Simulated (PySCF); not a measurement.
Gas-phase reaction: 2 MoOF4 + 4 O2 ⇌ Mo2O6 + 4 F2O

Method: PySCF energies plus ideal-gas RRHO corrections (1 bar). † marks an energy on the PBE0/def2-TZVP geometry and frequencies. CCSD(T) freezes the core. Open shells (unrestricted): O2 (multiplicity 3); the rest are closed-shell singlets. B3LYP is the form with VWN-RPA correlation. Mo: scalar-relativistic def2 core potential, no spin-orbit coupling. CCSD(T) isn't extrapolated to the basis-set limit. The harmonic model lacks anharmonicity and excited electronic states, which grow with temperature; levels with a mode under 35 cm⁻¹ are left out. Soft modes under 120 cm⁻¹ make the harmonic entropy rough for MoOF4, Mo2O6. Warning, large T1 diagnostic: Mo2O6, MoOF4 (CCSD(T)/def2-SVP†).

ΔH° and ΔS° at 298 K: B3LYP/def2-TZVP† 1662 kJ, -125 J/K; BLYP/def2-TZVP† 1570 kJ, -125 J/K; CCSD(T)/def2-SVP† 1687 kJ, -125 J/K.

Task: With the heat capacities included, give log10 K (1 bar) at 500, 800, 1600, 1800, 2000 K from B3LYP/def2-TZVP†, BLYP/def2-TZVP†, CCSD(T)/def2-SVP†.

Result: 
```
T (K)  B3LYP/def2-TZVP†  BLYP/def2-TZVP†  CCSD(T)/def2-SVP†
-----  ----------------  ---------------  -----------------
500              -180.2           -170.7             -182.8
800              -115.2           -109.3             -116.9
1600              -61.1            -58.1              -61.9
1800              -55.0            -52.4              -55.8
2000              -50.2            -47.8              -50.9
```
